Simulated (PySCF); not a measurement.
C2H3ClFGa, SMILES C=[CH][Ga]([F])[Cl] (CAM-B3LYP/def2-SVP optimised geometry):

```
8

Ga     0.638     0.314     0.000
F      2.380     0.314     0.000
Cl    -0.219     2.270     0.000
C     -0.421    -1.291    -0.005
C     -1.755    -1.220    -0.034
H      0.068    -2.270     0.014
H     -2.380    -2.120    -0.040
H     -2.286    -0.263    -0.053
```

Computed with PySCF with CAM-B3LYP/def2-TZVP.

**Question.** What are the frontier orbital energies and the dipole moment?

**Answer.** HOMO-2 -10.79 eV, HOMO-1 -10.41 eV, HOMO -10.13 eV, LUMO -0.78 eV, LUMO+1 0.29 eV; dipole moment 3.35 D.

On the same geometry PBE/def2-TZVP run with PySCF gives HOMO-2 -7.94 eV, HOMO-1 -7.65 eV, HOMO -7.64 eV, LUMO -2.67 eV, LUMO+1 -1.61 eV; dipole moment 3.23 D.

Meta-Löwdin charges at CAM-B3LYP/def2-TZVP: Ga1 0.90, F2 -0.50, Cl3 -0.29, C4 -0.33, C5 -0.17, H6 0.14, H7 0.13, H8 0.13.
